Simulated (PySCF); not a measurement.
PySCF input for CF₃O₂S, SMILES O=[S](=O)C(F)(F)F (connectivity only; charge and spin as stated), charge -1, multiplicity 1, PBE0/pcSseg-1. The structure is a stationary point at PBE0-D3(BJ)/def2-SVPD. The spin state was assumed, not searched. The isomer is the one that the SMILES or the coordinates give; other isomers of the formula were not compared.

```python
import numpy as np
from pyscf import gto, scf, dft
from pyscf.prop.nmr import rks as nmr

mol = gto.M(
    atom='''
    O     1.46931424    0.27645897   -1.26741193
    S     1.05277476   -0.43953173    0.00000001
    O     1.46931423    0.27645898    1.26741193
    C    -0.82005740    0.00145112   -0.00000000
    F    -1.04972660    1.31603060   -0.00000001
    F    -1.44364113   -0.51354544    1.07895431
    F    -1.44364112   -0.51354545   -1.07895431
    ''',
    basis='pcSseg-1',
    charge=-1,
    spin=0,
    max_memory=1600,
    verbose=3,
)
mf = dft.RKS(mol, xc='pbe0')
mf.grids.level = 3
mf.conv_tol = 1e-10
mf.max_cycle = 100
mf.kernel()
n = nmr.NMR(mf)
n.verbose = 2
n.max_cycle_cphf = 60
sigma = n.kernel()
print('atom   isotropic/ppm   span/ppm')
for i, s in enumerate(sigma):
    w = np.linalg.eigvalsh((s + s.T) / 2)
    print(f'{mol.atom_symbol(i):2s}{i + 1:3d} {w.mean():14.3f} {w[2] - w[0]:11.3f}')
```

Program output:

```
converged SCF energy = -885.612332332748
atom   isotropic/ppm   span/ppm
O   1        116.485     313.550
S   2        -18.910     321.786
O   3        116.485     313.550
C   4         50.530      12.848
F   5        289.428     155.766
F   6        277.093     168.594
F   7        277.093     168.594
```

The run converged.

Cost: very roughly 21 core-seconds.
